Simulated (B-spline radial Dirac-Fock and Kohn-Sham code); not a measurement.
## Pr⁴⁰⁺: eigenvalues, ΔSCF and the reference

System: Pr⁴⁰⁺, [Ar] 3d1.

The density-functional columns are spherical, spin-unpolarised Dirac-Kohn-Sham results without Breit or QED terms: −ε is minus the orbital energy of the initial state and ΔSCF the difference of two total energies. The reference in the last column comes from multi-electron Dirac-Fock with separately optimised hole states, Breit and Lamb-shift corrections added in first order. All numbers are from a radial B-spline solver, in eV; a selection of levels is shown. The Kohn-Sham columns are given as differences from the reference. For the 1s level of heavy atoms much of the gap between ΔSCF and the reference is the Breit and QED part, -166.8 eV here; for other levels the error of the functional can be larger.

| level | LDA −ε − DF | LDA ΔSCF − DF | Dirac-Fock |
| --- | --- | --- | --- |
| K | -297.3 | +154.6 | 44311.3 |
| L1 | -151.0 | -43.0 | 9085.9 |
| L2 | -116.2 | +13.2 | 8706.7 |
| L3 | -120.1 | +0.7 | 8221.5 |
| M1 | -66.5 | -20.9 | 3402.9 |
| M2 | -42.6 | +5.4 | 3248.1 |
| M3 | -43.9 | +2.4 | 3131.3 |
| M4,5 | -51.7 | +1.3 | 2924.7 |

Values without a named source are computed, but for edge energies of neutral atoms, which are taken from tables.
